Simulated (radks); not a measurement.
Question: Neutral gadolinium: order these configurations by energy. All-electron calculation, Dirac Kohn-Sham, BLYP, spin-unpolarised, spherical densities, finite nucleus; Fermi nuclear charge, rms radius of each element as measured or else 0.836 A^(1/3) + 0.57 fm. Program: a radial shooting solver on a logarithmic mesh with Libxc functionals. Sub-shells are occupied by j as written (lower j first in brackets). [Xe] 4f(5/2: 5, 7/2: 2) 5d(3/2: 1, 5/2: 0) 6s2; [Xe] 4f(5/2: 5, 7/2: 2) 6s2 6p(1/2: 1, 3/2: 0); [Xe] 4f(5/2: 6, 7/2: 1) 5d(3/2: 1, 5/2: 0) 6s1 6p(1/2: 1, 3/2: 0); [Xe] 4f(5/2: 6, 7/2: 1) 5d(3/2: 1, 5/2: 0) 6s2; [Xe] 4f(5/2: 6, 7/2: 1) 5d(3/2: 2, 5/2: 0) 6s1; [Xe] 4f(5/2: 6, 7/2: 1) 6s2 6p(1/2: 1, 3/2: 0); [Xe] 4f(5/2: 6, 7/2: 2) 5d(3/2: 1, 5/2: 0) 6s1; [Xe] 4f(5/2: 6, 7/2: 2) 6s2.

Answer: From the lowest, in eV above it: [Xe] 4f(5/2: 6, 7/2: 2) 6s2 0.000; [Xe] 4f(5/2: 6, 7/2: 2) 5d(3/2: 1, 5/2: 0) 6s1 2.245; [Xe] 4f(5/2: 6, 7/2: 1) 5d(3/2: 1, 5/2: 0) 6s2 2.987; [Xe] 4f(5/2: 5, 7/2: 2) 5d(3/2: 1, 5/2: 0) 6s2 3.740; [Xe] 4f(5/2: 6, 7/2: 1) 5d(3/2: 2, 5/2: 0) 6s1 4.671; [Xe] 4f(5/2: 6, 7/2: 1) 6s2 6p(1/2: 1, 3/2: 0) 4.750; [Xe] 4f(5/2: 5, 7/2: 2) 6s2 6p(1/2: 1, 3/2: 0) 5.506; [Xe] 4f(5/2: 6, 7/2: 1) 5d(3/2: 1, 5/2: 0) 6s1 6p(1/2: 1, 3/2: 0) 5.681.
